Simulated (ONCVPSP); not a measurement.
## What the settings do to the ONCV potential of nickel (Ni)

Base potential:

Ni (Z = 28), optimised norm-conserving Vanderbilt (ONCV), made with ONCVPSP 4.0.1 (PBE, scalar-relativistic). Core [Ne], reference 3s2 3p6 3d8 4s2. Waves: 3s+4s: rc 0.95 bohr, ncon 4, nbas 7, qcut 11.6 1/bohr, 2 projectors; 3p: rc 1.15 bohr, ncon 3, nbas 7, qcut 14.3 1/bohr, 1 projector; 3d: rc 1.65 bohr, ncon 4, nbas 9, qcut 11.1 1/bohr, 2 projectors, debl 1.3 Ha. Local part: polynomial inside 0.65 bohr (lpopt 5, dvloc0 0 Ha). Core correction: Teter function, fcfact 3, rcfact 1.15.

Cutoffs, loose and tight: the cutoffs (Ha) at which the residual kinetic energy of the hardest occupied pseudo-wave falls to 1 and 0.1 mHa per electron. They do not see the model core or the augmentation charge, which bear on the density cutoff. Test errors are all-electron minus pseudo excitation energies from the reference, over the configurations 3s2 3p6 3d8 4s1; 3s2 3p6 3d8 4s0; 3s2 3p6 3d7 4s0; 3s2 3p6 3d9 4s1. A dash means not determined; rows that change the core or the reference have their own tests.

```csv
change,outcome,"cutoff, loose","cutoff, tight",bound ghosts,GHOST(+) flags above zero,largest test error (meV)
base,generated,56 Ha,65 Ha,none,none,+36
fully relativistic,generated,56 Ha,65 Ha,none,none,+36
"local potential polynomial inside 0.65 bohr (lpopt 5, dvloc0 1.5 Ha)",generated,56 Ha,65 Ha,none,s,+36
"core correction Teter function, fcfact 4.25, rcfact 1.45",generated,56 Ha,65 Ha,none,none,+36
"core correction Teter function, fcfact 3.4, rcfact 1.15",generated,56 Ha,65 Ha,none,none,+36
```

**Question.** What comes out with this change to the base: reference 3s2 3p6 3d8 4s1?

**Answer.** outcome: generated; cutoff, loose: 56 Ha; cutoff, tight: 65 Ha; bound ghosts: none; GHOST(+) flags above zero: none; largest test error (meV): +55.

**Question.** What comes out with this change to the base: all radii but the core radius scaled by about 0.83 (s 0.78, p 0.96, d 1.36 bohr); local potential polynomial inside 0.54 bohr (lpopt 5, dvloc0 0 Ha)?

**Answer.** outcome: generated; cutoff, loose: 68 Ha; cutoff, tight: 178 Ha; bound ghosts: none; GHOST(+) flags above zero: s; largest test error (meV): +15.
